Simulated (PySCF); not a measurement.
Species: C4H11PSi.
Numbering: `[CH2:1]=[CH:2][CH2:3][Si@H:4]([CH3:5])[PH2:6]` (hydrogens: H7, H8 on C1; H9 on C2; H10, H11 on C3; H12 on Si4; H13, H14, H15 on C5; H16, H17 on P6)

Structure used (PBE0-D3(BJ)/def2-SVP), in Å, numbered top down from 1:
```xyz
17
C4H11PSi angstrom
C      2.4698   -0.4445   -0.8465
C      1.6497    0.4651   -0.3133
C      0.7095    0.2268    0.8206
Si    -1.0941    0.1154    0.2338
C     -1.3043   -1.3187   -0.9579
P     -1.5681    2.0437   -0.8716
H      2.5355   -1.4604   -0.4428
H      3.1068   -0.2043   -1.7015
H      1.6198    1.4668   -0.7610
H      0.7720    1.0376    1.5672
H      0.9470   -0.7155    1.3436
H     -1.9762   -0.0654    1.4320
H     -1.0507   -2.2703   -0.4644
H     -2.3390   -1.3895   -1.3260
H     -0.6335   -1.1909   -1.8211
H     -1.6094    2.8318    0.3199
H     -2.9783    1.8160   -0.8746
```

Computed with PySCF at PBE0/def2-SVPD, non-relativistic, on one gas-phase PBE0-D3(BJ)/def2-SVP geometry that isn't relaxed in the solvent. The solvent is an IEF-PCM continuum (Bondi radii, 1.10 Å for H, scaled by 1.2), and excitations are vertical TDDFT with non-equilibrium linear response and a frozen core. Specific hydrogen bonds and non-electrostatic terms are outside this model.

```json
{"run": "gas", "E − E(gas) (kJ/mol)": "0.00", "HOMO (eV)": "-7.11", "HOMO–LUMO gap (eV)": "7.07", "dipole (D)": "1.02", "lowest singlet (eV)": "6.23", "static polarisability (au)": "105.8"}
{"run": "P", "E − E(gas) (kJ/mol)": "-11.08", "HOMO (eV)": "-7.05", "HOMO–LUMO gap (eV)": "7.09", "dipole (D)": "1.52", "lowest singlet (eV)": "6.28", "static polarisability (au)": "149.6"}
{"run": "Q", "E − E(gas) (kJ/mol)": "-4.31", "HOMO (eV)": "-7.06", "HOMO–LUMO gap (eV)": "7.07", "dipole (D)": "1.19", "lowest singlet (eV)": "6.24", "static polarisability (au)": "121.0"}
```

The runs were made in acetone and cyclohexane. Which run belongs to which solvent?

P = acetone, Q = cyclohexane. The dielectric constants are 2.017 (cyclohexane), 20.49 (acetone), and the energy falls further as ε rises. The optical constants n² used for the excitations are 2.04, 1.85 in the same order. In this model the ground state sees the solvent through ε alone.

How constant is the ratio of the lowering to (ε − 1)/(2ε + 1)?

```tsv
solvent	(ε − 1)/(2ε + 1)	E − E(gas) (kJ/mol)	ratio (kJ/mol)	polarisation term (kJ/mol)
cyclohexane	0.202	-4.31	-21.3	-4.53
acetone	0.464	-11.08	-23.9	-12.76
```

The ratio changes by +11.9 % in size from cyclohexane to acetone. The polarisation term is half the interaction of the solute with the induced surface charges.
